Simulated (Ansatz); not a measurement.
The same path of AlGaH6O (9 atoms, charge 0, multiplicity 1) was run twice with different band settings. Lost on the way: Ga1–H2, O5–H9. Made: H2–H9.

The calculation used RHF/def2-SVP (Ansatz 0.2.0).

Relaxed end points:

```xyz
9
Properties=species:S:1:pos:R:3
Ga 0.194 0.026 -0.004
H -0.222 0.903 1.255
H 1.723 -0.362 -0.181
H -0.715 0.096 -1.306
O -0.557 -1.838 0.798
Al -0.735 -3.391 0.032
H -0.161 -3.526 -1.411
H -1.447 -4.490 0.894
H -0.850 -1.670 1.683
```

```xyz
9
Properties=species:S:1:pos:R:3
Ga 0.378 -0.511 -0.715
H -0.630 0.693 2.218
H 1.866 -0.189 -0.338
H -0.632 0.487 -1.380
O -0.202 -2.146 -0.382
Al -0.752 -3.704 -0.077
H -1.392 -4.037 1.327
H -0.621 -4.810 -1.195
H -0.784 -0.034 2.302
```

Common settings: movable images 5; climbing image yes; spring 5.0 eV/Å²; optimiser quadratic models (default); start path through a guess of the saddle point; iteration limit 60; end points relaxed.

| run | force threshold |
| --- | --- |
| 1 | 0.05 eV/Å |
| 2 | 0.2 eV/Å |

**Question.** What does each run give, and how far can it be trusted?

**Answer.** Run 1: not converged after 60 iterations, highest image 1.481 eV above the first end. The band didn't meet its force threshold, so its energies are provisional: the largest band force was still 0.13 eV/Å, and over the last iterations the top stayed at 1.48 eV. Neighbouring images lie up to 3.7 Å apart, so the band is torn or far too coarse.
Run 2: converged after 22 iterations, highest image 1.585 eV above the first end. The threshold of 0.2 eV/Å is loose, so the images may lie well off the minimum-energy path. Neighbouring images differ by up to 1.5 eV, so the band resolves the path poorly. The order of the stationary point at the top wasn't checked.
The orbitals stay closed-shell, which can raise the energy where a bond breaks towards radicals; this wasn't checked here.
